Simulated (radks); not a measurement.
The numbers below are computed, except where a source is named.
Question: Isoelectronic series with 16 electrons, all held in the configuration [Ne] 3s2 3p4, which need not be the ground one along the series. Level of theory: scalar-relativistic Kohn-Sham, BLYP, spin-polarised, spherical densities, finite nucleus; open shells are filled with parallel spins first (spin-orbit coupling, left out, can overturn this in heavy ions); Fermi nuclear charge, rms radius of each element as measured or else 0.836 A^(1/3) + 0.57 fm (a radial shooting solver on a logarithmic mesh with Libxc functionals). Total energies (hartree) and mean radii <r> (bohr):

ion,E (hartree),3p down,3p up,3s down,3s up
S,-399.25952,2.137,2.045,1.702,1.684
Sc5+,-756.60477,1.059,1.050,1.012,1.007
Fe10+,-1233.99959,0.7299,0.7270,0.7254,0.7230
Ga15+,-1832.98015,0.5597,0.5582,0.5661,0.5647
Nb25+,-3405.08556,0.3821,0.3816,0.3922,0.3915
Pd30+,-4384.34005,0.3295,0.3291,0.3391,0.3386
Sb35+,-5497.53318,0.2894,0.2891,0.2980,0.2976
Ba40+,-6749.4163,0.2577,0.2575,0.2652,0.2649

Estimate the row of Kr20+.

Answer: E (hartree) -2555.75186; 3p down 0.4543; 3p up 0.4534; 3s down 0.4638; 3s up 0.4629.
